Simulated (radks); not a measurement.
The numbers below are computed, except where a source is named.
Effect of the nuclear size on the cadmium ion Cd3+, [Kr] 4d9. Code: a radial shooting solver on a logarithmic mesh with Libxc functionals. Model: Dirac Kohn-Sham, exchange-only LDA, spin-unpolarised, spherical densities, finite nucleus; open shells fill j = l - 1/2 first; Fermi nuclear charge, rms radius 4.6087 fm. The rms radius is varied about that value; shifts are against it.

rms radius (fm)  total energy shift (eV)  density at nucleus (e/bohr^3)  1s1/2 shift (meV)  2s1/2 shift (meV)  4s1/2 shift (meV)  4p1/2 shift (meV)  4d5/2 shift (meV)  5s1/2 (empty) shift (meV)
3.6962                             -1.16                      1.638e+05               -488              -55.0              -2.05              0.078              0.045                     -0.293
4.1939                            -0.554                      1.609e+05               -233              -26.3             -0.981              0.037              0.021                     -0.140
4.6087                                 0                      1.588e+05              0.000              0.000              0.000              0.000              0.000                      0.000
4.9682                             0.517                      1.571e+05                217               24.5              0.914             -0.035             -0.020                      0.131
5.6595                              1.60                      1.543e+05                675               76.0               2.84             -0.107             -0.062                      0.406

Slopes of the eigenvalues against <r^2> in GHz/fm^2, as finite differences over the two radii next to the reference (eigenvalue slopes, not the field-shift constants of lines): 1s1/2 15400, 2s1/2 1730, 4s1/2 64.6, 4p1/2 -2.44, 4d5/2 -1.41, 5s1/2 (empty) 9.24.
